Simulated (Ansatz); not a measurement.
BFGeH4O can be A, `O[B](F)[GeH3]`, or B, `FB[O][GeH3]`.

Calculated with Ansatz (gas phase, PBE0-D4/def2-TZVP geometries, no zero-point term in ΔE). CBS: MP2 limit from def2 TZ/QZ plus the TZ coupled-cluster correction, frozen cores. DFT in def2-TZVPP. For Ge outer-core shells are correlated without core-valence functions, which leaves a few kJ/mol of doubt a bond. Scalar relativity is left out up to krypton. One conformer a species, not always the lowest.

(1) Which is lower in electronic energy at CCSD(T)/CBS, and by how much? (An estimate is asked.)

(2) Give E(B) − E(A) in kJ/mol with CCSD(T)/def2-TZVPP, CCSD/def2-TZVPP, PBE-D4, B2PLYP, ωB97M-V, CCSD(T)/def2-SVP, HF/def2-TZVPP. (Estimate.)

(3) Does the order hold for the free energy at 298.15 K (harmonic terms from PBE0-D4)? (Best estimate.)

Largest T1 diagnostic: 0.013.

Answers

(1) Ansatz gave: B, by 37.9 kJ/mol.

(2) Computed: CCSD(T)/def2-TZVPP -42.3, CCSD/def2-TZVPP -44.2, PBE-D4 -24.0, B2PLYP -45.3, ωB97M-V -39.2, CCSD(T)/def2-SVP -46.1, HF/def2-TZVPP -64.8. None reverses the order clearly.

(3) Ansatz gave: Yes: G(B) − G(A) = -41.6 kJ/mol, for one conformer each.

At CCSD(T), def2-SVP lies −8.1 kJ/mol from the extrapolated value and def2-TZVPP −4.3 kJ/mol. Leaving LDA and LC-ωPBE aside and taking each functional with its dispersion term where it has one, the values, not all of them listed here, spread over 24.8 kJ/mol, from BHLYP-D4 to PBE-D4. LDA lies +6.1 kJ/mol from PBE without D4.
